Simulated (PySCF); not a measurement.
# ³¹P chemical shifts

Calculated, not measured (PySCF 2.14): shielding tensors at PBE0/pcSseg-1 (GIAO), structure optimised with GFN2-xTB. Relativity neglected, gas phase, single conformer, one averaged value for each set of equivalent atoms.

Shieldings were converted by a linear fit to measured shifts: ³¹P: δ = 270.09 − 0.828σ (rms 18.1 ppm, 64 shifts vs H3PO4, solution or neat liquid). Occasional misses reach two or three times the rms, and more in compound classes unlike the fitted ones.

**Question.** Give the ³¹P shifts of `CN=P1(N(C)C)C=C1`, `C=Cp1c(C)ccc1OC`, `Cc1c[pH]c(C)c1`.

**Answer.** 
```tsv
compound	environment	δ (ppm)
CN=P1(N(C)C)C=C1	phosphorus bonded to 2 C, 2 N, in a 3-membered ring	-71.4
C=Cp1c(C)ccc1OC	ring phosphorus	-12.7
Cc1c[pH]c(C)c1	ring phosphorus	-48.5
```

**Question.** Order these by ³¹P shift, lowest first.
A. CC#C[P@]1(=O)C(C)=C1CC
B. Cc1cc[pH]c1C
C. P#CC1CCCC1
D. C=Cc1cc(C)[pH]c1OC

**Answer.** A (-101.8 ppm, phosphorus bonded to 3 C, O, in a 3-membered ring), D (-66.5 ppm, ring phosphorus), B (-41.2 ppm, ring phosphorus), C (-15.2 ppm, phosphorus bonded to C).
